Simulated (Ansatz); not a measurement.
Harmonic frequencies (cm⁻¹) at PBE0-D4/def2-TZVP from Ansatz: 279.

Which molecule is it?
A. `Cl[C@H](Br)[C@H](Cl)Br`
B. `[O]=[Y]`•
C. `BrI`
D. `FS(F)=S`

C.
